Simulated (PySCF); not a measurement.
## MoF₃, quartet: molecular constants

Method: UPBE0/[Mo def2-TZVP with ECP28, F def2-TZVP], scalar-relativistic core potentials, density fitting, no spin–orbit coupling, PySCF.

The structure is a minimum.

```
Point group                                                                   : D3h
Bond lengths                                                                  : Mo–F 1.850 Å (×3)
Bond angles                                                                   : F–Mo–F 120.0° (×3)
Spin squared ⟨S²⟩                                                             : 3.758
Principal polarisabilities                                                    : 31.3, 33.8, 33.8 bohr³
Atomisation energy without zero-point energy                                  : 1458 kJ/mol
Highest occupied level (α)                                                    : -7.33 eV
Heat capacity Cp at 298.15 K                                                  : 67.5 J/(mol K)
Rotational symmetry number                                                    : 6
Principal quadrupole moments (Buckingham, traceless) about the centre of mass : -3.72, -3.72, 7.44 D Å
Dipole moment                                                                 : 0.00 D
Zero-point energy                                                             : 15.4 kJ/mol
Entropy at 298.15 K and 1 bar (electronic part: spin only)                    : 312.4 J/(mol K)
Lowest empty level (β)                                                        : -2.69 eV
Rotational constants                                                          : 0.1729, 0.1729, 0.08644 cm⁻¹
Enthalpy at 298.15 K above 0 K                                                : 15.71 kJ/mol
```

Harmonic modes (masses in u: Mo 97.905, F 18.998):
```csv
symmetry,ω (cm⁻¹),"IR (km/mol, summed over degenerate members)",type
a2'',152,17.8,bend
e',168,16.4,bend
a1',677,0.0,stretch
e',705,423,stretch
```

In D3h the vibrations span a2'' + 2e' + a1'. The a1' mode carries no infrared intensity, as symmetry demands.

Charges (e):
```csv
atom,Mulliken,Löwdin,polar tensor,spin (Mulliken),Mayer order to Mo1
Mo1,1.42,0.82,2.00,2.94,–
"F2,3,4",-0.47,-0.27,-0.67,0.02,0.85
```

Mulliken populations on Mo1 (electrons outside its core potential): s 2.33, p 6.16, d 4.03, f 0.06.

Outer orbital energies (eV). α occupied: -13.24, -12.53, -12.22, -12.22, -12.11, -7.68, -7.33, -7.33; empty: -2.12, -2.12, -0.46, -0.30. β occupied: -13.73, -13.58, -12.42, -12.42, -12.24, -12.24, -12.15, -12.01; empty: -2.69, -1.94, -1.94, -1.05.

Formally Mo is in oxidation state +3, d3, with 3 unpaired electrons (the high-spin count). The Mulliken spin on Mo is 2.94. The polar-tensor charge on Mo, 2.00, is below the formal one.

Only a few start shapes were tried, so a lower isomer may exist. With open d or f shells other occupations or spin states may lie lower.

The final relaxation and frequency run took 46 s on 4 threads of a shared Arm Neoverse V1 host, with 133 basis functions and 8 gradients; the process peaked at 1.4 GiB. Launch command: `OMP_NUM_THREADS=4 python axn.py task.json out`.
